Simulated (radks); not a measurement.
Species: a nucleus of charge 10.4 with 9 electrons. Configuration: [He] 2s2 2p5.

Method: scalar-relativistic Kohn-Sham, r2SCAN, spin-unpolarised, spherical densities, finite nucleus; meta-GGA in the generalised Kohn-Sham scheme; Fermi nuclear charge, rms radius 2.9936 fm; computed with a radial shooting solver on a logarithmic mesh with Libxc functionals.

Energy parts (eV):
part                     energy
total                 -3827.979
kinetic                3829.326
electron-nucleus      -9017.970
Hartree                1701.326
exchange-correlation   -340.660

Orbitals (lengths in bohr, moments of r in powers of bohr; r(max) is where P^2 peaks):
| orbital | occ. | eigenvalue (eV) | r(max) |
|---|---|---|---|
| 1s | 2 | -944.9931 | 0.09857 |
| 2s | 2 | -70.3414 | 0.6394 |
| 2p | 5 | -43.6194 | 0.5721 |

The highest occupied level is 2p at -43.619 eV. Summed over all electrons, <r^2> = 5.936 bohr^2, which gives a Langevin (diamagnetic) susceptibility term of -4.7 x 10^-6 cm^3/mol. The electron density at the nucleus is 736 e/bohr^3 (large components only). The density falls to 0.001 e/bohr^3 at r = 2.46 bohr.
